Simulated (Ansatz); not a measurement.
VO₃, relaxed as a doublet with UKS PBE0-D4/def2-TZVP in Ansatz, starting from the GFN1-xTB geometry. Force threshold 0.02 eV/Å.

The structure holds one bond between oxygen atoms, so isomers without such links may lie far lower. The relaxation made no stability test and no search for a lower SCF solution. The structure comes from a short search, and lower isomers may exist.

Start:

```xyz
4

V    -0.565   -0.056    0.033
O     0.492    0.582   -1.093
O    -0.955   -0.150    1.524
O     1.028   -0.376   -0.464
```

```
        step  energy (eV)  largest force component (eV/Å)  SCF passes
           1  -31816.6242                           7.043          31
           2  -31817.6387                           2.648          39
           3  -31817.8562                           1.891          47
           4  -31817.9334                           0.681          42
           5  -31817.9453                           0.105          36
           6  -31817.9464                           0.076          36
7 (rejected)  -31817.9427                           0.502          35
           8  -31817.9471                           0.024          35
           9  -31817.9473                           0.004          36
```

Force components are those of the run's own axes.

End:

```xyz
4

V    -0.567   -0.285    0.044
O     0.465    0.740   -0.997
O    -1.001    0.006    1.530
O     1.102   -0.461   -0.576
```

By distances, no bond broke or formed. The bond that changes most is O2–O4, from 1.27 to 1.42 Å (atoms count from 1).

No frequencies were taken in this run, so the end may be a saddle point.

Hardware: 4 threads of Arm Neoverse V2 on a shared host. Wall time 19 s.
